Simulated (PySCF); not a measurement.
Species: C₃H₁₀AlFS.
Geometry (PBE0-D3(BJ)/def2-SVP, Å), atoms numbered from 1 in this order:
```
atom  x, y, z in Å
C1     2.7177    0.0956   -0.2672
Al2    1.0141    1.0465   -0.5632
S3    -0.4893   -0.3602    0.8764
C4    -1.1159   -1.6198   -0.2551
C5    -1.9511    0.6974    1.0271
F6    -2.3944    1.1232   -0.1767
H7     3.0380    0.1208    0.7876
H8     2.6753   -0.9618   -0.5805
H9     3.5254    0.5611   -0.8588
H10    0.2731    0.8359   -1.9712
H11    0.7170    2.3964    0.2587
H12   -0.2500   -2.2186   -0.5671
H13   -1.8441   -2.2634    0.2573
H14   -1.5569   -1.1321   -1.1339
H15   -2.7480    0.1261    1.5306
H16   -1.6314    1.5498    1.6468
```

Level: CAM-B3LYP/def2-SVPD in PySCF, non-relativistic, on one gas-phase PBE0-D3(BJ)/def2-SVP geometry that isn't relaxed in the solvent. The solvent is an IEF-PCM continuum (cavity from Bondi-type radii × 1.2), and excitations are vertical TDDFT with non-equilibrium linear response and a frozen core. Specific hydrogen bonds and non-electrostatic terms are outside this model.

Gas-phase singlets (H = HOMO, L = LUMO):

```csv
state,E (eV),λ (nm),f,leading configurations
S1,6.436,193,0.013,"H-2→L 66%, H→L 11%"
S2,6.608,188,0.040,"H→L 52%, H→L+2 17%, H-2→L 10%"
S3,6.721,184,0.004,"H-1→L 39%, H-1→L+1 15%, H-1→L+4 14%"
S4,6.817,182,0.020,"H→L 25%, H→L+3 18%, H→L+4 17%"
S5,7.062,176,0.046,"H→L+2 57%, H→L+1 11%"
```

What are the lowest 5 singlets in chloroform (ε = 4.711)?

| state | E (eV) | λ (nm) | f | leading configurations | change by rank (eV) |
| --- | --- | --- | --- | --- | --- |
| S1 | 6.545 | 189 | 0.013 | H-2→L 59%, H-2→L+2 14% | +0.109 |
| S2 | 6.766 | 183 | 0.075 | H→L 52%, H→L+2 28%, H→L+4 9% | +0.158 |
| S3 | 6.983 | 178 | 0.005 | H-1→L 41%, H-1→L+2 20%, H-1→L+4 14% | +0.262 |
| S4 | 7.158 | 173 | 0.051 | H→L+1 28%, H→L 20%, H→L+3 19% | +0.341 |
| S5 | 7.298 | 170 | 0.031 | H→L+2 50%, H→L+1 17%, H→L 15% | +0.236 |

How does the list change in acetonitrile (ε = 35.69)?

```csv
state,E (eV),λ (nm),f,leading configurations,change by rank (eV)
S1,6.591,188,0.012,"H-2→L 27%, H-2→L+1 26%, H-1→L 14%",+0.155
S2,6.814,182,0.069,"H→L 65%, H→L+2 14%",+0.206
S3,7.098,175,0.003,"H-1→L 34%, H-1→L+2 19%, H-2→L 18%",+0.377
S4,7.251,171,0.069,"H→L+2 36%, H→L+4 19%, H→L+3 15%",+0.434
S5,7.425,167,0.014,"H→L+1 68%, H→L 10%",+0.363
```

How do the frontier levels move from gas to acetonitrile?

```tsv
orbital	gas (eV)	solvent (eV)	change (eV)	Löwdin shares, gas	Löwdin shares, solvent
LUMO+2	1.11	1.23	+0.12	Al2 35 %, S3 29 %, C1 7 %, H7 5 %	S3 34 %, Al2 16 %, C4 10 %, C5 7 %
LUMO+1	0.73	1.17	+0.44	S3 43 %, H15 10 %, C5 10 %, C4 9 %	S3 40 %, Al2 23 %, C4 7 %, C1 4 %
LUMO	0.60	0.91	+0.31	S3 46 %, C4 12 %, Al2 9 %, C5 6 %	Al2 42 %, S3 20 %, C1 5 %, H11 5 %
HOMO	-8.68	-8.94	-0.26	C1 38 %, Al2 25 %, H10 17 %, H7 5 %	C1 42 %, Al2 24 %, H10 10 %, H7 5 %
HOMO-1	-8.89	-9.31	-0.42	Al2 35 %, H11 33 %, H10 18 %, C1 6 %	H11 32 %, Al2 30 %, S3 14 %, H10 12 %
HOMO-2	-9.57	-9.33	+0.24	S3 51 %, Al2 12 %, C4 7 %, C1 6 %	S3 44 %, Al2 16 %, H10 15 %, C5 5 %
HOMO-3	-11.15	-10.88	+0.27	S3 40 %, F6 13 %, C4 8 %, C5 8 %	S3 41 %, F6 14 %, C5 10 %, C4 10 %
```

The HOMO–LUMO gap goes from 9.28 to 9.85 eV. Rows go by rank; for HOMO-2, LUMO, LUMO+1 and LUMO+2 the atom shares or the degeneracy differ between the runs, so the row needn't follow one orbital.

Hardware: Intel Xeon Platinum 8375C at 2.90 GHz, one thread, shared host. Cost: 32 s of wall time, 1.1 GiB resident at most. This is the whole response run at CAM-B3LYP/def2-SVPD in acetonitrile, SCF included.
